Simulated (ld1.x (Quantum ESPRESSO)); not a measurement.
# gold, PAW: configuration errors across variants

ld1.x (Quantum ESPRESSO) 7.5 input, shortened:

```
&input
   title='Au', zed=79., rel=1, dft='PBE', iswitch=3,
   config='[Xe] 4f14 5d10 6s1 6p0'
 /
 &inputp
   pseudotype=3, lpaw=.true., tm=.true., lloc=-1, rcloc=1.20,
   nlcc=.true.,
   which_augfun='PSQ', rmatch_augfun_nc=.true.
 /
6
6S  1  0   1.00   0.00  1.95  2.30  0.0
6S  1  0   0.00   0.55  1.95  2.30  0.0
6P  2  1   0.00   0.00  2.10  2.60  0.0
6P  2  1   0.00   1.55  2.10  2.60  0.0
5D  3  2  10.00   0.00  1.00  1.35  0.0
5D  3  2   0.00   0.20  1.00  1.35  0.0
 &test
   configts(1)='5d10 6s1 6p0'
 /
```

All-electron excitation energies from the reference (eV): (1) 5d10 6s0 6p0 9.409; (2) 5d9 6s0 6p0 30.617; (3) 5d8 6s0 6p0 64.494; (4) 5d9 6s1 6p0 12.124; (5) 5d9 6s2 6p0 1.693; (6) 5d10 6s0 6p1 5.248; (7) 5d10 6s0.5 6p0 3.773.

4 further variants failed, have other tests or too few solved ones, and are left out.

A true bound ghost makes a file unfit for plane-wave use even where its test errors are small: the radial tests pick states by their node count and pass the ghost by.

Errors AE − PS in meV (a dash: test not solved or not reliable):

```csv
change,(1),(2),(3),(4),(5),(6),(7),bound ghosts
base,-5.4,-37,-203,-21,-18,-2.4,-1.9,"s, p"
"all radii but the core radius scaled by about 0.96 (s 2.22, p 2.50, d 1.30 bohr, rcut 1.88/2.02/0.96); local potential all-electron potential smoothed inside 1.16 bohr (lloc = -1)",-5.4,-37,-203,-21,-19,-2.4,-1.9,"s, p"
"all radii but the core radius scaled by about 1.06 (s 2.44, p 2.74, d 1.42 bohr, rcut 2.06/2.22/1.06); local potential all-electron potential smoothed inside 1.26 bohr (lloc = -1)",-5.4,-37,-203,-21,-18,-2.4,-1.9,"s, p"
```

Problem. Give the same row for: all radii but the core radius scaled by about 1.18 (s 2.72, p 3.08, d 1.60 bohr, rcut 2.32/2.48/1.18); local potential all-electron potential smoothed inside 1.42 bohr (lloc = -1).

Solution. -5.7, -37, -201, -21, -18, -2.5, -2.0; bound ghosts: s, p.
